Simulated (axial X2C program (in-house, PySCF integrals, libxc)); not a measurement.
# Potential curves of HfH⁺, with spin–orbit coupling

Calculated with an in-house relativistic program for diatomic molecules. Two-component (2c) means X2C with spin–orbit coupling and atomic mean-field two-electron Coulomb and Gaunt terms. Basis: Hf dyall-cv3z [13s14p9d7f4g], H dyall-v3z [6s2p1d] (cores contracted in-house); Gaussian nuclei, density fitting, unrestricted open shells. Masses: Hf 179.947 u, H 1.008 u.

State: Ω = 1 (⟨Sz⟩ = -0.96, ⟨Lz⟩ = 1.96 at HF). Energies in eV from the lowest point of each curve. Fits are polynomials in 1 − R0/R over 0.85 to 1.23 times the lowest point R0.

```
 R (Å)    CCSD    PBE0  r2SCAN
1.5469          0.4556  0.4348
1.6180  0.2641  0.1987  0.1852
1.6713  0.1234  0.0823  0.0737
1.7247  0.0383  0.0190  0.0149
1.7780  0.0000  0.0000  0.0000
1.8402  0.0036  0.0234  0.0276
1.9025  0.0494  0.0865  0.0943
1.9825  0.1558  0.2122  0.2237
2.0803          0.4151  0.4300
2.2225          0.7696  0.7867
```

Correlated methods: 4 electrons correlated (number of frozen shells: Hf 5 s, 4 p, 2 d, 1 f; H none), 250 virtual spin orbitals or spinors in MP2, 57 natural virtuals in coupled cluster.

Occupations by symmetry block were frozen at the best pattern of an incomplete PBE0 search. Density functionals use the spin component along the axis (collinear). CCSD ran in a truncated set of natural virtual spinors with an MP2 remainder; without triples it tends to underbind. Other states lie close and PBE0, whose exact exchange favours high spin, may order them wrongly; the determinant shown need not be the ground state. The nearest other 2c determinant of the search, Ω = 0, lies 0.32 eV up at the distance of the search. The functionals have no current-density term, which raises determinants with orbital currents, atoms included. With several unpaired electrons one determinant need not be a pure state. The outer-core s and p shells of the metal are frozen in the correlated rows, which leaves out core–valence correlation; for alkali and alkaline-earth bonds that tends to lengthen them. With the outer-core shells frozen, correlated bond lengths of heavy atoms tend to come out a few hundredths of an ångström too long. Coupled cluster ran on the points near the minimum only. MP2 and coupled cluster on one determinant become unreliable at the stretched end.

(1) Fit the CCSD curve near its minimum: give the equilibrium distance and the harmonic wavenumber.

(2) Fit the PBE0 curve near its minimum: give the equilibrium distance and the harmonic wavenumber.

(3) What are Re and ωe at the r2SCAN level?

## Answers

(1) At CCSD, 2c: Re = 1.804 Å, ωe ≈ 1830 cm⁻¹; Be follows as 5.17 cm⁻¹.

(2) At PBE0, 2c: Re = 1.777 Å, ωe ≈ 1870 cm⁻¹; Be follows as 5.32 cm⁻¹.

(3) At r2SCAN, 2c: Re = 1.772 Å, ωe ≈ 1870 cm⁻¹; Be follows as 5.36 cm⁻¹.
